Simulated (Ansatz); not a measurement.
Relaxation of C2H4SSi (8 atoms, charge 0, multiplicity 1), to a largest force component of 0.015 eV/Å in at most 40 steps.

Level of theory: Ansatz, RKS LDA/def2-SVP.

```xyz
8
Properties=species:S:1:pos:R:3
S -1.795 1.233 1.197
C -0.698 0.433 0.417
C 0.622 0.815 0.359
Si -0.510 -0.979 -0.505
H 1.056 1.149 -0.595
H 1.368 0.226 0.928
H -0.191 -0.842 -1.930
H 0.240 -2.092 0.073
```

Where does it end, and by what steps?

It converged. After 18 steps the energy has fallen by 1.819 eV; H8 moved furthest, 0.49 Å.

```
step  energy less start (eV)  largest force component (eV/Å)  accepted
   0                  0.0000                           3.036       yes
   1                 -0.7110                           2.547       yes
   2                 -1.3156                           1.427       yes
   3                 -1.7177                           0.814       yes
   4                 -1.7672                           0.322       yes
   5                 -1.7895                           0.172       yes
   6                 -1.7719                           0.538        no
   7                 -1.8001                           0.102       yes
   8                 -1.8013                           0.052       yes
   9                 -1.8030                           0.074       yes
  10                 -1.8041                           0.090       yes
  11                 -1.7977                           0.566        no
  12                 -1.8100                           0.225       yes
  13                 -1.8144                           0.249       yes
  14                 -1.8172                           0.086       yes
  15                 -1.8170                           0.092        no
  16                 -1.8183                           0.028       yes
  17                 -1.8189                           0.016       yes
  18                 -1.8189                           0.012       yes
```

```xyz
8
Properties=species:S:1:pos:R:3
S -1.802 1.131 1.488
C -0.747 0.543 0.423
C 0.702 0.561 0.213
Si -0.185 -0.926 -0.583
H 1.021 1.171 -0.664
H 1.396 0.672 1.072
H -0.076 -0.935 -2.078
H -0.215 -2.273 0.072
```

The run took 53 s on 1 CPU thread of a shared host.
